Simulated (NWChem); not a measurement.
System: C3H3N2, doublet; SMILES [c]1cnc[nH]1

NWChem input:

```
start job
memory heap 200 mb stack 900 mb global 1100 mb
geometry units angstroms noautosym nocenter noautoz
  C     -1.197609    -0.022473     0.000000
  C     -0.408327    -1.155244     0.000000
  N      0.908506    -0.738785     0.000000
  C      0.911115     0.589246     0.000000
  N     -0.369386     1.075426     0.000000
  H     -0.696406    -2.211477     0.000000
  H      1.803868     1.227852     0.000000
  H     -0.668881     2.051315     0.000000
end
basis spherical
  C library def2-svp
  N library def2-svp
  H library def2-svp
end
dft
  odft
  mult 2
  xc b3lyp
  iterations 150
  mulliken
end
task dft energy
esp
  recalculate
  probe 0.07
  range 0.3
  factor 1.0
  spacing 0.02
end
task esp
```

In the optimisation the excess spin sits in a' (Cs, its own frame). Coordinates come from a PBE-D3(BJ)/def2-SVP, spin-unrestricted optimisation. No stability test was run on the SCF state. B3LYP is NWChem's, with the RPA form of VWN correlation.

Atomic charges in e: unrestrained fits to the electrostatic potential beside Mulliken populations; buried atoms are poorly determined by the fit.

Atoms are numbered as in the input.

Q: Predict the main results of this run. (B3LYP/def2-SVP, spin-unrestricted.) Quantities: ESP C1; Mulliken C1; ESP C2; Mulliken C2; ESP N3; Mulliken N3; ESP C4; Mulliken C4; ESP N5; Mulliken N5; relative RMS misfit of the potential (%).

A: 
```
Item                                      Value
----------------------------------------  -----
ESP C1                                    -0.14
Mulliken C1                                0.02
ESP C2                                     0.10
Mulliken C2                               -0.02
ESP N3                                    -0.42
Mulliken N3                               -0.18
ESP C4                                     0.15
Mulliken C4                                0.09
ESP N5                                    -0.10
Mulliken N5                               -0.10
relative RMS misfit of the potential (%)     28
```
